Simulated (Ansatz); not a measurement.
Geometry optimisation, RKS PBE0/def2-SVP in Ansatz 0.2.0.

input.yaml

```yaml
crystal:
  periodic: [false, false, false]
  atoms:
    - { symbol: Si, position_ang: [-0.0567, 1.3623, 0.7284] }
    - { symbol: O, position_ang: [0.7402, 0.634, -1.0325] }
    - { symbol: C, position_ang: [-0.0513, 0.6369, -2.1739] }
    - { symbol: H, position_ang: [-0.3805, 2.6516, 0.0537] }
    - { symbol: H, position_ang: [1.0977, 1.7258, 1.5379] }
    - { symbol: H, position_ang: [-1.399, 0.8686, 1.026] }
    - { symbol: H, position_ang: [0.8226, -0.4001, -0.2814] }
    - { symbol: "N", position_ang: [0.5697, -0.6502, 1.0089] }
    - { symbol: C, position_ang: [-0.3171, -1.7707, 1.2352] }
    - { symbol: H, position_ang: [-0.9244, -0.0179, -2.0676] }
    - { symbol: H, position_ang: [-0.4054, 1.6519, -2.3755] }
    - { symbol: H, position_ang: [0.5438, 0.2948, -3.0262] }
    - { symbol: H, position_ang: [1.4482, -0.7859, 1.4934] }
    - { symbol: H, position_ang: [-0.5899, -1.8608, 2.2947] }
    - { symbol: H, position_ang: [-1.2344, -1.6236, 0.6616] }
    - { symbol: H, position_ang: [0.1365, -2.7168, 0.9174] }
basis:
  gaussian: { orbitals: def2-SVP }
hamiltonian:
  xc: pbe0
relax:
  f_tol: 0.15
  max_steps: 25
  restrain:
    - { distance: [0, 7], at: 3.12, k: 30.0 }
    - { distance: [6, 1], at: 2.27, k: 30.0 }
    - { distance: [0, 1], at: 1.77, k: 30.0 }
    - { distance: [6, 7], at: 1.02, k: 30.0 }
```

Launched with:

```bash
$ ansatz run input.yaml --threads 4 --pin off --max-ram 5120MiB --backend cpu --events-out ev --progress --plain --runs-dir out
```

Problem. Where does it end, and by what steps?

Solution. The run converged. The restraints hold the end off the free minimum. After 7 steps the energy has fallen by 1.586 eV (the restraints' own energy left out); H7 moved furthest, 0.75 Å. Parted: Si1–N8. Joined: H7–N8.

| step | energy less start (eV) | largest force component (eV/Å) | accepted |
| --- | --- | --- | --- |
| 0 | 0.0000 | 2.258 | yes |
| 1 | -0.1304 | 4.001 | yes |
| 2 | -0.0245 | 5.895 | yes |
| 3 | -0.5390 | 4.201 | yes |
| 4 | -1.2375 | 1.811 | yes |
| 5 | -1.4573 | 1.377 | yes |
| 6 | -1.5338 | 1.367 | yes |
| 7 | -1.5863 | 0.979 | yes |

```xyz
16
Properties=species:S:1:pos:R:3
Si -0.094 1.828 0.349
O 0.569 0.957 -0.991
C -0.149 0.801 -2.183
H -0.502 3.174 -0.176
H 0.974 2.005 1.361
H -1.328 1.176 0.880
H 1.088 -0.879 0.236
N 0.790 -1.037 1.197
C -0.244 -2.041 1.271
H -1.037 0.151 -2.059
H -0.497 1.764 -2.605
H 0.510 0.331 -2.931
H 1.607 -1.308 1.734
H -0.583 -2.150 2.313
H -1.126 -1.716 0.695
H 0.023 -3.057 0.907
```

The run took 33 s on 4 threads of Arm Neoverse N1 (shared host), peak memory 0.32 GiB.
